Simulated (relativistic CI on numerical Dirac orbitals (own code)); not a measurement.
# Slater and spin-orbit integrals, Sn⁴⁸⁺

Computed by Dirac-Coulomb-Breit CI, orbitals from a KLI potential per configuration, a model potential for QED, unscaled Slater integrals (own radial code, finite nucleus).

Slater integrals F^k, G^k are unscaled and averaged over j, outside the closed core (none); ζ comes from projecting the Hamiltonian with its Breit term on Σ l·s of the shell.

- 1s 2s: G^0(1s,2s) = 268770 cm⁻¹; <r>(1s) = 0.02867, <r^2>(1s) = 0.00111, <r>(2s) = 0.1156, <r^2>(2s) = 0.0157 (bohr units).
- 1s 2p: G^1(1s,2p) = 534050, ζ(2p) = 1.5436e+06 cm⁻¹; <r>(1s) = 0.02867, <r^2>(1s) = 0.00111, <r>(2p) = 0.09883, <r^2>(2p) = 0.0118 (bohr units).
- 1s 3s: G^0(1s,3s) = 70264 cm⁻¹; <r>(1s) = 0.02865, <r^2>(1s) = 0.001108, <r>(3s) = 0.2639, <r^2>(3s) = 0.07939 (bohr units).

Averages of the first 10 configurations, taken without configuration mixing, which lowers the lowest level and can move excited configurations by several eV; other configurations of the list can lie among them:

```csv
Configuration,Parity,States,Average energy above the lowest level (eV)
1s2,even,1,0.1
1s 2s,even,4,25664.2
1s 2p,odd,12,25908.6
1s 3s,even,4,30480.5
1s 3p,odd,12,30552.0
1s 3d,even,20,30601.3
1s 4s,even,4,32148.2
1s 4p,odd,12,32178.1
1s 4d,even,20,32198.8
1s 4f,odd,28,32206.5
```
